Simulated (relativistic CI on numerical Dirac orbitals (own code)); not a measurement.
Electric-dipole transitions in Ba20+

Computed by Dirac-Coulomb-Breit CI, separate exchange-only KLI orbitals for each configuration, model QED, unscaled Slater integrals (own radial code, finite nucleus).

Configuration list (outside the closed core [Ar] 3d10): 4s2.4p6, 4s2.4p5.4d, 4s.4p6.4d, 4s2.4p5.4f, 4s.4p6.4f, 4s2.4p5.5s, 4s2.4p5.5p, 4p6.4d2, 4p5.4d3, 4p5.4d2.4f, 4p5.4d2.5s, 4p5.4d2.5p, 4p6.4f2, 4p5.4d.4f2, 4p5.4f3, 4p5.4f2.5s, 4p5.4f2.5p. Double excitations out of closed p, d and f shells are left out; levels of such configurations are missing from the list, as are those of other unlisted configurations, and high levels can miss mixing partners.

```tsv
λ vac (nm)	Lower	Upper	A (s⁻¹)	E lower (10³ cm⁻¹)	E upper (10³ cm⁻¹)
4.7751	4s2.4p6 1S_0 [1]	4s2.4p5.5s 1P°_1 [31]	4.31e+11	0.0	2094.2
6.2656	4s2.4p5.4d 3F°_4 [6]	4s2.4p5.5p 3D_3 [39]	2.54e+11	744.7	2340.7
6.4323	4s2.4p5.4d 3F°_3 [4]	4s2.4p5.5p 3D_2 [35]	2.50e+11	733.0	2287.6
9.2347	4p6.4d2 3F_2 [48]	4p5.4d3 3D°_1 [159]	9.48e+11	2832.2	3915.1
9.2853	4p6.4d2 3P_2 [52]	4p5.4d3 3S°_1 [165]	8.59e+11	2880.9	3957.9
9.3388	4p6.4d2 3F_3 [49]	4p5.4d3 3D°_2 [160]	8.91e+11	2856.8	3927.6
9.4775	4p6.4d2 3F_4 [51]	4p5.4d3 3D°_3 [161]	8.66e+11	2875.2	3930.4
9.5593	4p6.4d2 1G_4 [54]	4p5.4d3 1F°_3 [164]	9.46e+11	2906.5	3952.6
9.5682	4s2.4p6 1S_0 [1]	4s2.4p5.4d 1P°_1 [13]	1.18e+12	0.0	1045.1
9.6239	4p6.4d2 1G_4 [54]	4p5.4d3 1G°_4 [163]	1.15e+12	2906.5	3945.6
9.7192	4p6.4d2 3F_4 [51]	4p5.4d3 3F°_4 [157]	8.42e+11	2875.2	3904.1
9.7395	4p6.4d2 3F_3 [49]	4p5.4d3 3F°_3 [155]	4.37e+11	2856.8	3883.6
10.026	4p6.4d2 3P_2 [55]	4p5.4d3 3P°_2 [158]	5.43e+11	2914.3	3911.7
10.074	4p6.4d2 3F_2 [48]	4p5.4d3 3F°_2 [148]	7.25e+11	2832.2	3824.9
10.156	4p6.4d2 3P_2 [55]	4p5.4d3 1F°_3 [156]	4.08e+11	2914.3	3899.0
10.375	4p6.4d2 1G_4 [54]	4p5.4d3 3G°_5 [153]	3.04e+11	2906.5	3870.4
10.413	4s2.4p5.4d 3P°_0 [2]	4s2.4p5.4f 3D_1 [20]	2.01e+11	695.6	1655.9
10.451	4s.4p6.4d 3D_1 [14]	4s.4p6.4f 3F°_2 [36]	1.48e+11	1378.4	2335.3
10.486	4s2.4p5.4d 3P°_1 [3]	4s2.4p5.4f 3D_2 [21]	2.14e+11	710.7	1664.3
10.558	4s.4p6.4d 3D_2 [15]	4s.4p6.4f 3F°_3 [37]	1.63e+11	1389.7	2336.8
10.580	4s2.4p5.4d 3P°_1 [3]	4s2.4p5.4f 3D_1 [20]	2.15e+11	710.7	1655.9
10.647	4s2.4p5.4d 3F°_3 [4]	4s2.4p5.4f 3F_3 [22]	6.44e+10	733.0	1672.2
10.695	4s2.4p5.4d 3D°_2 [5]	4s2.4p5.4f 3F_3 [22]	1.65e+11	737.2	1672.2
10.698	4p6.4d2 3P_2 [52]	4p5.4d3 3D°_3 [144]	2.78e+11	2880.9	3815.7
10.757	4s2.4p5.4d 3F°_2 [10]	4s2.4p5.4f 3G_3 [26]	2.49e+11	880.5	1810.2
10.786	4s2.4p5.4d 3D°_2 [5]	4s2.4p5.4f 3D_2 [21]	1.59e+11	737.2	1664.3
10.788	4s.4p6.4d 3D_3 [16]	4s.4p6.4f 3F°_4 [38]	1.83e+11	1412.2	2339.2
10.839	4s2.4p5.4d 3F°_3 [4]	4s2.4p5.4f 3G_4 [19]	2.34e+11	733.0	1655.6
10.884	4p6.4d2 3F_3 [49]	4p5.4d3 3G°_4 [134]	2.37e+11	2856.8	3775.6
10.910	4s2.4p5.4d 1D°_2 [7]	4s2.4p5.4f 3D_3 [23]	2.23e+11	758.8	1675.3
11.015	4s2.4p5.4d 3D°_2 [11]	4s2.4p5.4f 3D_3 [28]	2.81e+11	916.1	1823.9
11.050	4p6.4d2 3F_4 [51]	4p5.4d3 1H°_5 [136]	1.68e+11	2875.2	3780.2
11.071	4s2.4p5.4d 3F°_4 [6]	4s2.4p5.4f 3G_5 [18]	2.39e+11	744.7	1647.9
11.153	4s2.4p5.4d 1F°_3 [12]	4s2.4p5.4f 1G_4 [27]	2.43e+11	926.8	1823.4
11.170	4s2.4p5.4d 3D°_3 [8]	4s2.4p5.4f 3F_4 [24]	2.26e+11	788.6	1683.8
11.277	4s2.4p5.4d 3D°_3 [8]	4s2.4p5.4f 3D_3 [23]	7.17e+10	788.6	1675.3
11.299	4s.4p6.4d 1D_2 [17]	4s.4p6.4f 1F°_3 [42]	2.36e+11	1483.2	2368.2
11.465	4s2.4p5.4d 3D°_1 [9]	4s2.4p5.4f 1D_2 [25]	1.67e+11	836.9	1709.1
12.429	4s2.4p5.4d 1P°_1 [13]	4s2.4p5.4f 1D_2 [29]	1.27e+11	1045.1	1849.7
14.467	4s2.4p5.4f 3G_5 [18]	4s.4p6.4f 3F°_4 [38]	1.21e+11	1647.9	2339.2
14.679	4s2.4p5.4f 3G_4 [19]	4s.4p6.4f 3F°_3 [37]	9.26e+10	1655.6	2336.8
14.718	4s2.4p5.4f 3D_1 [20]	4s.4p6.4f 3F°_2 [36]	9.79e+10	1655.9	2335.3
14.982	4s2.4p5.4d 3F°_4 [6]	4s.4p6.4d 3D_3 [16]	8.53e+10	744.7	1412.2
15.228	4s2.4p5.4d 3F°_3 [4]	4s.4p6.4d 3D_2 [15]	7.58e+10	733.0	1389.7
39.117	4s2.4p5.5s 3P°_2 [30]	4s2.4p5.5p 3D_3 [39]	1.47e+10	2085.0	2340.7
```

Terms are leading LS components. Brackets give the number of a level in order of energy, since labels repeat. The list gives strong lines, with weight on those to low levels, without lines whose two gauges differ by over a factor of 2.5, among the lowest 200 of 2403 levels, so that lines to higher ones, which can be the strongest, are missing. Levels whose partners in the same complex of configurations lie outside the list can be far off, and so can their lines. Rates are taken at the computed energies, electric ones in the length gauge.

At this charge energies of transitions that change n are usually good to better than 1 %, and those within a shell (Δn = 0) to a few per cent.

LS names give the leading component of a level, which can be under half, so a name can repeat, a term be missing and a line seem to break the LS rules.
